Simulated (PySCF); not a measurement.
CH3Cl2FOSn, SMILES C[O][Sn]([F])([Cl])[Cl].

Geometry: B3LYP-D3(BJ)/def2-SVP. The structure was generated by enumeration; whether it is a known compound was not checked. The def2 effective core potentials stand for the cores of Sn; spin–orbit coupling is left out. The values are those of a single conformer.

Two levels are set side by side: PBE/def2-TZVP (PySCF) and CAM-B3LYP/def2-TZVP (PySCF). Same geometry, gas phase. Differences are taken from unrounded values.

```tsv
quantity	CAM-B3LYP	PBE	PBE minus CAM-B3LYP
orbital gap (eV)	8.10	3.11	-4.99
highest occupied level (eV)	-10.32	-7.22	3.10
lowest empty level (eV)	-2.22	-4.11	-1.89
dipole moment (D)	1.95	1.95	0.00
mean polarisability (bohr³)	75.7	80.8	5.1
```

PBE's occupied levels lie high since its potential decays too fast outside the molecule; exact exchange lowers them and widens the gap. PBE's more diffuse valence density responds more strongly to a field. Differences between two approximate levels are no errors against the true value.

Rough cost on one machine, each run with all the roots and properties that it gave: CAM-B3LYP against PBE within a factor of 2.
